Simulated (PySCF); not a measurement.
Computed shifts of a molecule CH6ClNSi, PBE0/pcSseg-1 run with PySCF, GIAO, gas phase, atoms alike by connectivity averaged where their shifts nearly agree, in ppm (number of nuclei): ²⁹Si: -17.3 (1). ¹⁵N: 44.6 (1). ¹³C: 34.3 (1). ¹H: 5.38 (2), 3.05 (3), 1.11 (1). References: ²⁹Si against TMS (σ = 352.7 ppm); ³⁵Cl against HCl (σ = 945.9 ppm); ¹⁵N against NH3 (σ = 267.4 ppm); ¹³C against TMS (σ = 186.3 ppm); ¹H against TMS (σ = 31.56 ppm), references at their B3LYP-D3(BJ)/def2-TZVP geometries, non-relativistic (without spin–orbit terms, shifts of atoms bonded to Cl or Br come out too high). Coordinates come from a B3LYP-D3(BJ)/def2-SVP optimisation. The values are those of a single conformer.

Question: Identify the compound among the candidates.
(A) NC[SiH2]Cl
(B) C[Si@H](N)Cl
(C) CN[SiH2]Cl

Answer: C, CN[SiH2]Cl
